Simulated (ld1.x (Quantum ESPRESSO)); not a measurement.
## Configuration tests for Sm (Z = 62) (RRKJ)

samarium, norm-conserving RRKJ (Kleinman–Bylander form), made with ld1.x (Quantum ESPRESSO) 7.5 (LDA (PZ), fully relativistic). Core [Kr] 4d10, reference 4f6 5s2 5p6 5d0 6s2 6p0. Waves: 5p (bound): rc 1.95 bohr; 5d (bound, empty): rc 3.40 bohr; 4f (bound): rc 0.90 bohr; 5s (bound): rc 1.70 bohr. Local part: the s channel. Core correction: none.

Open shells are filled in proportion to 2j + 1 (rel_dist='average').

Occupied shells without a wave of their own: 6s. They enter only through the test configuration that unscreens the potential.

Energies are relative to the spin-unpolarised reference configuration 4f6 5s2 5p6 5d0 6s2 6p0; without spin polarisation the order of configurations can differ from experiment. The frozen-core shift is the all-electron ΔE with the core orbitals held at their reference shape minus the fully relaxed ΔE.

```csv
valence configuration,charge,ΔE all-electron (eV),error AE − PS (meV),frozen-core shift (meV)
4f6 5s2 5p6 5d0 6s0 6p0,+2,17.446,-390,+0.7
4f5 5s2 5p6 5d0 6s0 6p0,+3,41.536,-829,+110
4f4 5s2 5p6 5d0 6s0 6p0,+4,83.778,-1772,+728
4f6 5s2 5p6 5d0 6s0 6p2,0,5.231,-254,+0.1
4f5 5s2 5p6 5d1 6s1 6p0,+1,9.606,-465,+116
```

Question: What are ΔE and the potential's error for 4f6 5s2 5p6 5d0 6s0 6p1?

Answer: ΔE = 9.383 eV all-electron; the error (AE − PS) is -313 meV.

Question: What are ΔE and the potential's error for 4f6 5s2 5p6 5d0 6s1 6p0?

Answer: ΔE = 6.152 eV all-electron; the error (AE − PS) is -145 meV.

Levels in the configuration 4f5 5s2 5p6 5d0 6s0 6p0:

```csv
level,all-electron (eV),pseudo (eV)
4f j=5/2,-33.062,-33.735
4f j=7/2,-32.457,-33.123
5s j=1/2,-71.234,-71.539
5p j=1/2,-52.971,-53.178
5p j=3/2,-48.984,-49.149
```

The 6s level has no wave, so the channel is fitted at the deeper level alone: the likely source of the large errors.

A Bessel basis up to 400 Ry misses an occupied level by 0.32 Ry, so cutoffs and ghosts were not judged.
